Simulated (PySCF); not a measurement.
# Broadened absorption spectrum of MgMeI

MgMeI, CH3IMg.
Structure used (PBE0-D3(BJ)/def2-SVP), in Å, numbered top down from 1:
```
atom  x, y, z in Å
Mg1   -0.0125    0.0106   -1.1588
C2     0.0013   -0.0006    0.9213
H3    -0.4460    0.9190    1.3340
H4     1.0293   -0.0739    1.3136
H5    -0.5683   -0.8553    1.3228
I6    -0.0039    0.0002   -3.7328
```

Theory: PySCF, TDDFT PBE0/def2-SVPD, vertical, gas phase, core orbitals frozen in the response, def2 core potentials past Kr. Spin–orbit coupling is left out.

Each state is given a Gaussian of 0.4 eV full width at half maximum, with ε(max) = 2.175×10⁸ f / Δν̃ (Δν̃ the width in cm⁻¹). The width is an assumption, not a result. The curve ends short of the highest state used, and states not computed would add to its high-energy end.

λ (nm), ε (L mol⁻¹ cm⁻¹) and a bar:
```
    221.4      22675 ##############################
    222.4      22388 ##############################
    223.4      21697 #############################
    224.5      20527 ###########################
    225.5      19166 #########################
    226.5      17608 #######################
    227.5      15944 #####################
    228.5      14260 ###################
    229.5      12636 #################
    230.5      11137 ###############
    231.5       9811 #############
    232.5       8690 ###########
    233.5       7787 ##########
    234.5       7100 #########
    235.6       6575 #########
    236.6       6278 ########
    237.6       6121 ########
    238.6       6067 ########
    239.6       6079 ########
    240.6       6124 ########
    241.6       6170 ########
    242.6       6193 ########
    243.6       6173 ########
    244.6       6097 ########
    245.6       5959 ########
    246.7       5734 ########
    247.7       5467 #######
    248.7       5148 #######
    249.7       4788 ######
    250.7       4398 ######
    251.7       3990 #####
    252.7       3576 #####
    253.7       3167 ####
    254.7       2773 ####
    255.7       2399 ###
    256.8       2020 ###
    257.8       1708 ##
    258.8       1429 ##
    259.8       1183 ##
    260.8        969 #
    261.8        787 #
    262.8        632 #
    263.8        503 #
    264.8        397 #
    265.8        310 
    266.8        240 
    267.9        180 
    268.9        137 
    269.9        103 
    270.9         77 
    271.9         57 
    272.9         42 
    273.9         31 
    274.9         23 
    275.9         16 
    276.9         12
```

Question: Where are the band maxima, and which computed states make them?

Answer: 243 nm (5.11 eV), ε about 6200, made up of S1 (47%) and S2 (47%) (hardly more than a shoulder) (ε in L mol⁻¹ cm⁻¹; maxima over ε = 5, shares over 10%). At its high-energy end, 5.60 eV, the curve is still rising (ε about 23000, from S3). The states used: S1 5.08 eV (f 0.044); S2 5.08 eV (f 0.044); S3 5.59 eV (f 0.318); S4 5.79 eV (f 0.0000); S5 5.79 eV (f 0.0000); S6 5.80 eV (f 0.0000); S7 5.85 eV (f 0.024); S8 5.85 eV (f 0.025); S9 6.20 eV (f 0.222).

Question: What would ε be at 5.11 eV, the highest of these maxima, with half the width (0.2 eV)?

Answer: About 11000 L mol⁻¹ cm⁻¹ against 6190, a factor of about 1.8; a lone state at its own centre would give exactly 2.

Question: On this curve, what absorbance would a 10⁻⁴ mol/L sample give at 266 nm over a 1 cm path?

Answer: 266 nm is 4.661 eV, where ε is about 290 L mol⁻¹ cm⁻¹, so A = ε c l ≈ 0.029 (Beer–Lambert, with the gas-phase spectrum and the assumed width).

Question: Does any computed singlet lie in the visible range?

Answer: No computed singlet lies in the visible range (380 to 750 nm); the lowest, at 244 nm, stands 1.81 eV above its violet end (3.26 eV).

The vertical ionisation energy (ΔSCF) is 9.53 eV, 3.33 eV above S9.

The run took 14 s on an Arm Neoverse V2 with one thread, shared host.
